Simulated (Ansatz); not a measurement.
# Two structures, one formula

Two relaxed structures of ZnBH₂Cl, singlet (PBE0-D4/def2-TZVP; forces vanish, vibrations not checked).

A:

```
atom    x (Å)    y (Å)    z (Å)
  B1  -0.6602   0.5739  -0.4697
 Zn2   0.7028  -0.6106   0.5001
 Cl3   2.1104  -1.8344   1.5014
  H4  -1.5739   0.1043  -1.0818
  H5  -0.5791   1.7668  -0.4500
```

B:

```xyz
5
angstrom
B -0.0483 -0.7612 -0.0105
Zn -0.3687 1.2760 -0.2915
Cl 1.3185 -1.3017 0.9459
H -0.7102 -1.6625 -0.4383
H -0.5948 2.8001 -0.4926
```

Ansatz 0.2.0; basis: def2-TZVPP; cores frozen in the correlated methods. The 3s and 3p shells of Cu and Zn are frozen; filled d shells are correlated. B3LYP uses VWN-RPA correlation.

Problem. Which structure is lower at CCSD(T), and by how much? (An estimate is asked for; the value comes from the calculation.)

Solution. By the calculation: A, by 0.547 eV (electronic energy, against the other). By their contacts, A is ZnBH₂Cl ([BH2][Zn][Cl]) and B is ZnBH₂Cl ([Cl][BH][ZnH]).

All methods give the same order:

```tsv
method	E(B) − E(A) (eV)
PBE-D4	0.444
r2SCAN-D4	0.558
PBE0-D4	0.532
B3LYP-D4	0.566
wB97M-V	0.558
HF	0.840
MP2	0.560
CCSD	0.598
CCSD(T)	0.547
```

T1 diagnostic: at most 0.016.

Labels in which every atom is bracketed show which atoms are joined, not bond orders.

For scale, one of the runs: CCSD(T)/def2-TZVPP, 165 basis functions, launched by `ansatz run in.yaml --threads 2 --pin off --events-out ev --progress --plain --max-ram 4352MiB`. Time: 42 s of wall clock on 2 CPU threads of an Intel Xeon Platinum 8259CL; the host was shared. Peak host memory: 1.2 GiB.
